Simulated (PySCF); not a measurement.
**Correlation energy of Ga (gallium, neutral)**

[Ar] 3d10 4s1 4p2, high-spin 4P determinant (an excited configuration). All numbers are calculated (PySCF 2.14, scalar relativity by spin-free X2C-1e, in ANO-RCC-VTZP (6s5p3d1f, 43 functions)). Frozen: [Ar] 3d10; 3 electrons correlated.

```json
{"level": "CCSD", "correlation energy (mhartree)": "-10.66"}
{"level": "(T)", "correlation energy (mhartree)": "-0.03"}
{"level": "CCSD(T)", "correlation energy (mhartree)": "-10.69"}
{"level": "CCSDT", "correlation energy (mhartree)": "-10.69"}
{"level": "FCI", "correlation energy (mhartree)": "-10.69"}
```

Diagnostics: T1 = 0.0027, D1 = 0.0062, largest double amplitude 0.064, weight of the Hartree-Fock determinant in FCI 0.9882 (3654 determinants).

Cost of the coupled-cluster step: about 0.15 core-seconds, for 3 correlated electrons.
